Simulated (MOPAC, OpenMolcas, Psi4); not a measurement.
# C2HF2Ge (SMILES C#[C][Ge]([F])[F]): the dipole moment, rung by rung

C2HF2Ge has 6 atoms, charge 0, and is taken as a doublet. SMILES: `C#[C][Ge]([F])[F]`. Geometry: relaxed at PBE0-D4/def2-TZVP.

Quantity: the dipole moment, in D. The values are calculated.

| level | kind | program | value (D) | CPU time |
| --- | --- | --- | --- | --- |
| PM3 | semi-empirical | MOPAC | 2.27 | under 2 s |
| UHF/6-31G* (spherical functions) | Hartree–Fock | OpenMolcas | 3.54 | 22 s |
| USVWN5/6-31G* (spherical functions) | LDA | OpenMolcas | 2.81 | 37 s |
| U-revPBE/6-31G* (spherical functions) | GGA | OpenMolcas | 2.70 | 52 s |
| UM06-L/6-31G* (spherical functions) | meta-GGA | OpenMolcas | 2.89 | 63 s |
| UBHLYP/6-31G* (spherical functions) | global hybrid | OpenMolcas | 3.23 | 56 s |
| UPBE0/6-31G* (spherical functions) | global hybrid | OpenMolcas | 2.99 | 51 s |
| U-wB97M-V/6-31G* (spherical functions) | range-separated hybrid | Psi4 | 2.98 | 5 min |

All-electron rows without a relativistic Hamiltonian named are non-relativistic. The values span 2.27 to 3.54 D. Magnitudes only. Times are those of the runs behind each value, whatever else they computed, on shared processors of several kinds: orders of magnitude only.
